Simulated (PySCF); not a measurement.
Isomers of C3H11ClO2Si2, one GFN2-xTB conformer each. Single-point energies are computed at PBE0/pcSseg-1 (PySCF, gas phase, no added dispersion term), electronic only.

| SMILES | GFN2-xTB relative energy (kJ/mol) |
| --- | --- |
| CC(C)O[Si@@H](O)[SiH2]Cl | 190.8 |
| CCO[C@@H](O[SiH3])[SiH2]Cl | 326.0 |
| C[SiH2]O[C@H](CCl)O[SiH3] | 287.4 |
| CC(C)O[SiH2]O[SiH2]Cl | 0.0 |
| CCO[Si@H](CCl)O[SiH3] | 180.4 |

Conformers: `[CH3:1][CH:2]([CH3:3])[O:4][Si@@H:5]([OH:6])[SiH2:7][Cl:8]` with C1–C2–O4–Si5 -135°, C2–O4–Si5–O6 -172°, O4–Si5–O6–H -38°, O4–Si5–Si7–Cl8 71°; `[CH3:1][CH2:2][O:3][C@@H:4]([O:5][SiH3:6])[SiH2:7][Cl:8]` with C1–C2–O3–C4 173°, C2–O3–C4–O5 66°, O3–C4–O5–Si6 -121°, O3–C4–Si7–Cl8 177°; `[CH3:1][SiH2:2][O:3][C@H:4]([CH2:5][Cl:6])[O:7][SiH3:8]` with C1–Si2–O3–C4 -170°, Si2–O3–C4–C5 -108°, O3–C4–C5–Cl6 72°, O3–C4–O7–Si8 9°; `[CH3:1][CH:2]([CH3:3])[O:4][SiH2:5][O:6][SiH2:7][Cl:8]` with C1–C2–O4–Si5 168°, C2–O4–Si5–O6 51°, O4–Si5–O6–Si7 14°, Si5–O6–Si7–Cl8 -44°; `[CH3:1][CH2:2][O:3][Si@H:4]([CH2:5][Cl:6])[O:7][SiH3:8]` with C1–C2–O3–Si4 -63°, C2–O3–Si4–C5 -58°, O3–Si4–C5–Cl6 67°, O3–Si4–O7–Si8 -9°.

Problem. What does PBE0/pcSseg-1 give for the same structures?

Solution. 
```csv
SMILES,PBE0/pcSseg-1 E (Eh),PBE0/pcSseg-1 (kJ/mol),GFN2-xTB (kJ/mol),point group
CC(C)O[SiH2]O[SiH2]Cl,-1309.96712,0.0,0.0,C1
CC(C)O[Si@@H](O)[SiH2]Cl,-1309.92557,109.1,190.8,C1
CCO[Si@H](CCl)O[SiH3],-1309.91221,144.2,180.4,C1
C[SiH2]O[C@H](CCl)O[SiH3],-1309.85987,281.6,287.4,C1
CCO[C@@H](O[SiH3])[SiH2]Cl,-1309.84850,311.4,326.0,C1
```

Both levels put the same isomer lowest; measured from each level's own lowest isomer, the values differ by up to 81.7 kJ/mol (CC(C)O[Si@@H](O)[SiH2]Cl: 190.8 against 109.1). As drawn, the highest has an Si–C bond, which the lowest lacks.

Problem. Which frontier levels, dipoles and rotational constants go with these structures?

Solution. 
```csv
SMILES,"HOMO (eV, PBE0/pcSseg-1)",LUMO (eV),dipole (D),"A, B, C (MHz)"
CC(C)O[SiH2]O[SiH2]Cl,-8.19,0.63,0.34,"1571, 772.6, 584.1"
CC(C)O[Si@@H](O)[SiH2]Cl,-7.69,-0.63,2.30,"1344, 805.0, 567.3"
CCO[Si@H](CCl)O[SiH3],-7.73,0.19,1.13,"1576, 677.5, 507.2"
C[SiH2]O[C@H](CCl)O[SiH3],-7.97,0.32,1.44,"1138, 933.2, 553.1"
CCO[C@@H](O[SiH3])[SiH2]Cl,-7.77,0.25,2.18,"1457, 712.5, 498.8"
```
